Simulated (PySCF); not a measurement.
C₂H₉GeN₃, singlet, geometry from GFN2-xTB, atoms displaced at random by about 0.08 Å a coordinate; PySCF with R2SCAN/STO-3G, gradient.

PySCF was given this input:
```python
from pyscf import gto, scf, dft

mol = gto.M(
    atom='''
C     2.446849   -0.865701    0.626706
C     1.555882   -0.323347   -0.369793
Ge   -0.154445    0.106702   -0.082798
N    -0.667547   -0.262872    1.625329
N    -1.313008   -1.007428   -1.076249
N    -0.750625    1.667628   -0.535798
H     2.160147   -0.965005    1.647904
H     3.388998   -1.229237    0.229424
H     2.051687   -0.496106   -1.378187
H    -1.439118    0.291388    1.941946
H    -0.052308    0.246794    2.334634
H    -1.381951   -1.940226   -1.035912
H    -2.290365   -0.644428   -1.283681
H     0.022306    2.424678   -0.266167
H    -0.666374    2.009518   -1.507421
''',
    basis='sto-3g',
    charge=0,
    spin=0,
    verbose=3,
)

mf = dft.RKS(mol)
mf.xc = 'r2scan'
mf.grids.level = 5
mf.kernel()
g = mf.nuc_grad_method()
g.grid_response = False
grad = g.kernel()
```

It wrote (shortened):

```
converged SCF energy = -2295.69979784421
--------------- RKS gradients ---------------
         x                y                z
0 C     0.0648853909    -0.0435029654     0.0977454089
1 C    -0.0740246936     0.0609312130    -0.0491649261
2 Ge     0.0427543586     0.0527890537     0.0295993884
3 N    -0.0570093628    -0.0008270452    -0.0174104111
4 N    -0.0079966567    -0.1657008108     0.0037160717
5 N    -0.0413508549    -0.0743133617    -0.0179180208
6 H     0.0000948363     0.0022446116    -0.0271468630
7 H    -0.0120945957     0.0053409710    -0.0116477785
8 H     0.0221962082    -0.0168379860    -0.0174304192
9 H     0.0678479193    -0.0211595045     0.0102363990
10 H    -0.0236405402     0.0192351867     0.0107620162
11 H    -0.0038011434     0.1268662080    -0.0157134009
12 H    -0.0267404950     0.0009079180    -0.0090691199
13 H     0.0311092476     0.0297125345    -0.0199353423
14 H     0.0177950886     0.0248103969     0.0333808885
----------------------------------------------
```
